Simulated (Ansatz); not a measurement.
Zr4. Charge 0, multiplicity 3. Geometry PBE0-D4/def2-SVP; atoms count from 1.

```xyz
4

Zr   -0.450   -0.881   -1.369
Zr    1.655    0.239   -0.169
Zr   -0.360   -0.816    1.425
Zr   -0.846    1.458    0.113
```

In the def2 sets Zr takes a core potential; there is no spin–orbit coupling. The charge 0 triplet is spin-contaminated (final ⟨S²⟩ up to 3.38, 2.00 for a pure state). At PBE0-D4/def2-TZVP a quintet of charge 0 lies 0.23 eV below the triplet, each at its own geometry. The structure comes from a short search, and lower isomers may exist.

Estimate the Mulliken populations from the PBE0/def2-TZVP orbitals of Ansatz.


```json
{"atom": "Zr1", "charge (e)": "-0.01", "spin (α − β)": "-0.04", "d electrons": "2.81"}
{"atom": "Zr2", "charge (e)": "0.01", "spin (α − β)": "1.04", "d electrons": "2.81"}
{"atom": "Zr3", "charge (e)": "0.01", "spin (α − β)": "1.04", "d electrons": "2.81"}
{"atom": "Zr4", "charge (e)": "-0.01", "spin (α − β)": "-0.04", "d electrons": "2.81"}
```
Mulliken values depend strongly on the basis.

Where does the spin sit?

Summed by element: Zr 2.00, of 2 unpaired in all. Largest on single atoms: Zr3 1.04, Zr2 1.04, Zr1 -0.04.

And the Mayer bond orders between heavy atoms (over 0.3)?

Zr1–Zr2 1.72 (2.67 Å); Zr1–Zr3 1.48 (2.80 Å); Zr1–Zr4 1.53 (2.80 Å); Zr2–Zr3 1.49 (2.78 Å); Zr2–Zr4 1.48 (2.80 Å); Zr3–Zr4 1.72 (2.67 Å).
